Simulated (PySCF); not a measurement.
A structure optimised at PBE0-D3(BJ)/def2-SVP, used in a PySCF frequency run:

```xyz
4

In    -0.5832    -0.5019     0.0000
H     -2.2513    -0.8551     0.0000
Cl     1.0599    -2.1690     0.0000
Br     0.3660     1.7807     0.0000
```

Problem. Write its SMILES, formula and point group.

Solution. [Cl][InH][Br], BrClHIn, Cs

Problem. What are its rotational constants (standard atomic weights)?

Solution. 5.3445, 1.1238, 0.92855 GHz
